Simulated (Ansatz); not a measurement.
`[O]=[W](=[O])([Cl])[Cl]` and `[O]=[W](=[O])([F])[Cl]` differ in one atom or group.

Ansatz, PBE0-D4/def2-TZVP geometries, multiplicity 1. 

Elements past krypton have def2 core potentials.

```tsv
property	`[O]=[W](=[O])([Cl])[Cl]`
LUMO energy (ωB97M-V/def2-TZVPP) / eV	-1.22
HOMO–LUMO gap (ωB97M-V/def2-TZVPP) / eV	10.84
HOMO energy (B3LYP/def2-TZVPP) / eV	-9.43
HOMO energy (ωB97M-V/def2-TZVPP) / eV	-12.06
HOMO energy (PBE0/def2-TZVPP) / eV	-9.71
size of the dipole moment (PBE/def2-TZVPP) / D	1.82
```

Problem. Give the same properties after the change, and the shifts. (Best estimate.)

Solution. The calculation gave: 
```
                                      property  `[O]=[W](=[O])([F])[Cl]`  shift
         LUMO energy (ωB97M-V/def2-TZVPP) / eV                     -0.80   0.42
       HOMO–LUMO gap (ωB97M-V/def2-TZVPP) / eV                     11.29   0.45
           HOMO energy (B3LYP/def2-TZVPP) / eV                     -9.48  -0.05
         HOMO energy (ωB97M-V/def2-TZVPP) / eV                    -12.09  -0.03
            HOMO energy (PBE0/def2-TZVPP) / eV                     -9.75  -0.04
size of the dipole moment (PBE/def2-TZVPP) / D                      1.76  -0.06
```

Dipoles are sizes alone; their direction can turn.

B3LYP here is the variant with VWN-RPA as its local correlation; programs differ in this.
